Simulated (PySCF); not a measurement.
# Mg (magnesium, neutral) across methods

[Ne] 3s1 3p1, high-spin 3P determinant (an excited configuration). Calculation: PySCF 2.14, in aug-cc-pCVQZ-DK (10s9p7d5f3g, 134 functions); the spin-free X2C one-electron Hamiltonian (Gaussian nucleus).

```json
{"method": "r2SCAN", "E (hartree)": "-200.2647", "mean ε 2p β (eV)": "-49.552", "mean ε 3s α (eV)": "-6.188", "mean ε 3p α (eV)": "-2.566", "Σ⟨r²⟩ (bohr²)": "34.71", "⟨S²⟩": "2.000"}
{"method": "PBE0", "E (hartree)": "-200.1867", "mean ε 2p β (eV)": "-52.215", "mean ε 3s α (eV)": "-6.919", "mean ε 3p α (eV)": "-3.168", "Σ⟨r²⟩ (bohr²)": "34.78", "⟨S²⟩": "2.000"}
{"method": "UHF", "E (hartree)": "-199.85434", "mean ε 2p β (eV)": "-63.407", "mean ε 3s α (eV)": "-9.299", "mean ε 3p α (eV)": "-5.005", "Σ⟨r²⟩ (bohr²)": "35.12", "⟨S²⟩": "2.000"}
{"method": "PBE", "E (hartree)": "-200.1689", "mean ε 2p β (eV)": "-48.139", "mean ε 3s α (eV)": "-6.010", "mean ε 3p α (eV)": "-2.487", "Σ⟨r²⟩ (bohr²)": "35.13", "⟨S²⟩": "2.000"}
{"method": "HSE06", "E (hartree)": "-200.2009", "mean ε 2p β (eV)": "-51.764", "mean ε 3s α (eV)": "-6.522", "mean ε 3p α (eV)": "-2.796", "Σ⟨r²⟩ (bohr²)": "34.82", "⟨S²⟩": "2.000"}
{"method": "BLYP", "E (hartree)": "-200.2986", "mean ε 2p β (eV)": "-48.117", "mean ε 3s α (eV)": "-5.827", "mean ε 3p α (eV)": "-2.249", "Σ⟨r²⟩ (bohr²)": "35.44", "⟨S²⟩": "2.000"}
{"method": "TPSSh", "E (hartree)": "-200.2993", "mean ε 2p β (eV)": "-50.122", "mean ε 3s α (eV)": "-6.340", "mean ε 3p α (eV)": "-2.755", "Σ⟨r²⟩ (bohr²)": "34.73", "⟨S²⟩": "2.000"}
```

(1) Estimate the same row for LDA.

## Answers

(1) E (hartree) = -199.3412; mean ε 2p β (eV) = -48.304; mean ε 3s α (eV) = -6.116; mean ε 3p α (eV) = -2.442; Σ⟨r²⟩ (bohr²) = 35.32; ⟨S²⟩ = 2.000.
